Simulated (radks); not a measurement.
The numbers below are computed, except where a source is named.
Ionisation of the titanium ion Ti19+, [He] 2s1, to [He] as the strength of local exchange is varied. Code: a radial shooting solver on a logarithmic mesh with Libxc functionals. Model: scalar-relativistic Kohn-Sham, Slater X-alpha exchange (alpha = 2/3 is LDA exchange), no correlation, spin-unpolarised, spherical densities, point nucleus; without spin polarisation the odd electron is poorly described.

[
 {"alpha": "0.641", "E(Ti19+) (hartree)": "-522.97751", "exchange (hartree)": "-12.80308", "IE (eV)": "1414.1", "-e of the level emptied (eV)": "1379.2 (2s)", "<r> of it (bohr)": "0.2876"},
 {"alpha": "0.667", "E(Ti19+) (hartree)": "-523.49722", "exchange (hartree)": "-13.32976", "IE (eV)": "1415.9", "-e of the level emptied (eV)": "1381.2 (2s)", "<r> of it (bohr)": "0.2874"},
 {"alpha": "0.716", "E(Ti19+) (hartree)": "-524.47746", "exchange (hartree)": "-14.32391", "IE (eV)": "1419.2", "-e of the level emptied (eV)": "1385.0 (2s)", "<r> of it (bohr)": "0.2870"},
 {"alpha": "0.744", "E(Ti19+) (hartree)": "-525.03805", "exchange (hartree)": "-14.89291", "IE (eV)": "1421.0", "-e of the level emptied (eV)": "1387.2 (2s)", "<r> of it (bohr)": "0.2868"},
 {"alpha": "0.768", "E(Ti19+) (hartree)": "-525.51882", "exchange (hartree)": "-15.38115", "IE (eV)": "1422.6", "-e of the level emptied (eV)": "1389.1 (2s)", "<r> of it (bohr)": "0.2866"},
 {"alpha": "0.842", "E(Ti19+) (hartree)": "-527.00275", "exchange (hartree)": "-16.88965", "IE (eV)": "1427.6", "-e of the level emptied (eV)": "1394.9 (2s)", "<r> of it (bohr)": "0.2860"},
 {"alpha": "0.964", "E(Ti19+) (hartree)": "-529.45429", "exchange (hartree)": "-19.38680", "IE (eV)": "1435.8", "-e of the level emptied (eV)": "1404.4 (2s)", "<r> of it (bohr)": "0.2850"}
]

NIST Atomic Spectra Database: 1425.3 eV (theoretical). The Delta-SCF value meets it near alpha = 0.81. Spin polarisation and multiplet splitting are left out, so open shells lie too high by an amount that depends on their filling.
